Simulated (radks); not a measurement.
Q: Coherent X-ray form factor from a spherical all-electron density. Method: scalar-relativistic Kohn-Sham, PBEsol, spin-polarised, spherical densities, finite nucleus; Fermi nuclear charge, rms radius of each element as measured or else 0.836 A^(1/3) + 0.57 fm; computed with a radial shooting solver on a logarithmic mesh with Libxc functionals.

sin(theta)/lambda (1/angstrom)  f0 (electrons)
0.05                                    71.054
0.1                                     68.571
0.15                                    65.269
0.2                                     61.708
0.25                                    58.158
0.3                                     54.724
0.4                                     48.381
0.5                                     42.870
0.6                                     38.163
0.8                                     30.631
1                                       25.018
1.25                                    20.205
1.5                                     17.198
2                                       13.615

The species is in the configuration that NIST lists as its ground one. Which atom or ion scatters so?

A: The tantalum ion Ta+, [Xe] 4f14 5d3 6s1. Extrapolating in s^2 from the first two rows gives f0(0) = 71.9, near the electron count 72; among species with that count, the fall with angle is slower the higher Z, and the table is that of Z = 73; from so few rows the species is fixed only to a neighbour or two.
